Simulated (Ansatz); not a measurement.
Ansatz (a program for electronic structure) input for ReO2, SMILES [O]=[Re]=[O] (connectivity only; charge and spin as stated), neutral, multiplicity 4, B3LYP-D3(BJ)/def2-TZVP. 

Ansatz 0.2 input:
```yaml
crystal:
  periodic: [false, false, false]
  atoms:
    - {symbol: Re, position_ang: [0.00000000, -0.00000000, 0.05425717]}
    - {symbol: O, position_ang: [-0.00000000, 1.61439993, -0.25433049]}
    - {symbol: O, position_ang: [0.00000000, -1.61439993, -0.25433049]}
basis:
  gaussian:
    orbitals: def2-TZVP
hamiltonian:
  xc: b3lyp
  dispersion: d3bj
magnetization: {spin_polarized: true, initial_magnetization: 3}
relax: {f_tol: 0.002, max_steps: 200}
```

Program output:

```
WARN ansatz: RAYON_NUM_THREADS=1 ignored (pool sized by the plan → 1); use --threads N
Functional definition: B3LYP
integrals: 0.03 GiB planned
679 factors; their error is unknown
mean field: 0.36 GiB planned
mean field evaluation 1: about -6211.6827 eV, gradient 6.5e1 eV
mean field evaluation 2: about -6042.5901 eV, gradient 2.0e2 eV
mean field evaluation 4: about -6225.3300 eV, gradient 9.0e0 eV
mean field evaluation 8: about -6225.6463 eV, gradient 6.8e-2 eV
mean field evaluation 16: about -6225.6594 eV, gradient 1.2e-4 eV
mean field -6225.65936010 eV, -228.7887615802 hartree, gradient 2.1e-5 eV, S^2 3.763525; 0 other end points of the search recorded, 0 dependent functions left out
the calculation of the forces begins
reference -6225.65955897 eV, -228.7887688885 hartree; 17, 14 occupied and 85, 88 virtual orbitals, 679 factors
relax step   1: F+E_penalty+E_count = -6225.74320920 eV  Δ(F+E_penalty+E_count) = +0.000e0 eV  max|allowed force component| = 6.912e0 eV/Å  Δτ_max = 0.0000 Å  (36 SCF iters, accepted)
these checks for a lower state are left out or cut short: starts, cluster_reference, orbital_swaps, neighbouring_geometries, increment
integrals: 0.03 GiB planned
679 factors; their error is unknown
mean field: 0.35 GiB planned
mean field -6226.43960905 eV, -228.8174352003 hartree, gradient 1.5e-5 eV, S^2 3.769001; 0 other end points of the search recorded, 0 dependent functions left out
the calculation of the forces begins
reference -6226.43980678 eV, -228.8174424666 hartree; 17, 14 occupied and 85, 88 virtual orbitals, 679 factors
relax step   2: F+E_penalty+E_count = -6226.52242955 eV  Δ(F+E_penalty+E_count) = -7.792e-1 eV  max|allowed force component| = 9.219e-1 eV/Å  Δτ_max = 0.0953 Å  (48 SCF iters, accepted)
these checks for a lower state are left out or cut short: starts, cluster_reference, orbital_swaps, neighbouring_geometries, increment
integrals: 0.03 GiB planned
679 factors; their error is unknown
mean field: 0.36 GiB planned
mean field evaluation 32: about -6226.5479 eV, gradient 2.8e-1 eV
mean field -6226.56159912 eV, -228.8219182525 hartree, gradient 1.2e-5 eV, S^2 3.764584; 0 other end points of the search recorded, 0 dependent functions left out
the calculation of the forces begins
reference -6226.56179733 eV, -228.8219255366 hartree; 17, 14 occupied and 85, 88 virtual orbitals, 679 factors
relax step   3: F+E_penalty+E_count = -6226.64501612 eV  Δ(F+E_penalty+E_count) = -1.226e-1 eV  max|allowed force component| = 1.412e0 eV/Å  Δτ_max = 0.1005 Å  (50 SCF iters, accepted)
these checks for a lower state are left out or cut short: starts, cluster_reference, orbital_swaps, neighbouring_geometries, increment
integrals: 0.03 GiB planned
679 factors; their error is unknown
mean field: 0.36 GiB planned
mean field -6226.61467774 eV, -228.8238688560 hartree, gradient 8.3e-6 eV, S^2 3.760938; 0 other end points of the search recorded, 0 dependent functions left out
the calculation of the forces begins
reference -6226.61487632 eV, -228.8238761537 hartree; 17, 14 occupied and 85, 88 virtual orbitals, 679 factors
relax step   4: F+E_penalty+E_count = -6226.69898099 eV  Δ(F+E_penalty+E_count) = -5.396e-2 eV  max|allowed force component| = 1.027e0 eV/Å  Δτ_max = 0.0781 Å  (46 SCF iters, accepted)
these checks for a lower state are left out or cut short: starts, cluster_reference, orbital_swaps, neighbouring_geometries, increment
integrals: 0.03 GiB planned
679 factors; their error is unknown
mean field: 0.36 GiB planned
mean field -6226.63341938 eV, -228.8245575983 hartree, gradient 1.4e-5 eV, S^2 3.760299; 0 other end points of the search recorded, 0 dependent functions left out
the calculation of the forces begins
reference -6226.63361832 eV, -228.8245649094 hartree; 17, 14 occupied and 85, 88 virtual orbitals, 679 factors
relax step   5: F+E_penalty+E_count = -6226.71780357 eV  Δ(F+E_penalty+E_count) = -1.882e-2 eV  max|allowed force component| = 3.335e-2 eV/Å  Δτ_max = 0.0199 Å  (39 SCF iters, accepted)
these checks for a lower state are left out or cut short: starts, cluster_reference, orbital_swaps, neighbouring_geometries, increment
integrals: 0.03 GiB planned
679 factors; their error is unknown
mean field: 0.36 GiB planned
mean field evaluation 64: about -6226.6335 eV, gradient 1.3e-5 eV
mean field -6226.63345661 eV, -228.8245589668 hartree, gradient 1.3e-5 eV, S^2 3.760351; 0 other end points of the search recorded, 0 dependent functions left out
the calculation of the forces begins
reference -6226.63365554 eV, -228.8245662774 hartree; 17, 14 occupied and 85, 88 virtual orbitals, 679 factors
relax step   6: F+E_penalty+E_count = -6226.71782702 eV  Δ(F+E_penalty+E_count) = -2.345e-5 eV  max|allowed force component| = 1.284e-3 eV/Å  Δτ_max = 0.0010 Å  (42 SCF iters, accepted)
integrals: 0.03 GiB planned
679 factors; their error is unknown
mean field: 0.36 GiB planned
mean field -6226.63345661 eV, -228.8245589668 hartree, gradient 1.7e-5 eV, S^2 3.760351; 1 other end points of the search recorded, 0 dependent functions left out
the calculation of the forces begins
reference -6226.63365554 eV, -228.8245662774 hartree; 17, 14 occupied and 85, 88 virtual orbitals, 679 factors
Total energy: -6226.71802595 eV, -228.8276668327 hartree
Atom 0 at    -0.000000     0.000000     0.307952 Å, force    -0.000000    -0.000000     0.001284 eV/Å
Atom 1 at     0.000000     1.571280    -0.381178 Å, force     0.000000    -0.000767    -0.000642 eV/Å
Atom 2 at    -0.000000    -1.571280    -0.381178 Å, force    -0.000000     0.000767    -0.000642 eV/Å
Dipole moment:    -0.000000     0.000000     0.431649 e Å
```

The calculation finished and met its thresholds.
